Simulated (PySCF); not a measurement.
Input file for PySCF: R-B3LYP/6-31G* on H4OSi (SMILES O[SiH3]).

```python
from pyscf import gto, scf, dft, mp
from pyscf.data.elements import chemcore

mol = gto.M(
    atom='''
    O    -0.01748214    1.29707190    3.40356268
    Si   -0.10282415   -0.28393425    3.88264155
    H     0.75611626    1.80866931    3.65135412
    H     1.01587476   -1.08553931    3.32944093
    H    -1.38903566   -0.79175002    3.36889419
    H    -0.06626457   -0.40278892    5.36166158
    ''',
    basis='6-31g*',
    cart=True,
    charge=0, spin=0, verbose=3, max_memory=1800)
mf = dft.RKS(mol, xc='b3lyp')
mf.conv_tol = 1e-8
mf.max_cycle = 100
mf.kernel()
if not mf.converged:
    mf = mf.newton().run(mf.mo_coeff, mf.mo_occ)
```

It printed:

```
converged SCF energy = -367.142576433729
```

Self-consistency was reached.

Cost: around 1.9 core-seconds (rough).
